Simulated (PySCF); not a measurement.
## Electron correlation in Kr (krypton, neutral)

[Kr], closed-shell 1S. Computed with PySCF 2.14 in x2c-QZVPPall (11s8p5d4f1g, 97 functions), with the spin-free X2C one-electron Hamiltonian (Gaussian nucleus). Frozen: [Ar] 3d10; 8 electrons correlated.

```
  level  correlation energy (mhartree)
   CCSD                        -210.11
    (T)                          -6.92
CCSD(T)                        -217.03
```

Diagnostics: T1 = 0.0023, D1 = 0.0059, largest double amplitude 0.044.

Task: Is a single reference adequate?

Result: Yes, within this model without spin-orbit coupling: T1 lies below 0.03 and no double amplitude reaches 0.07.
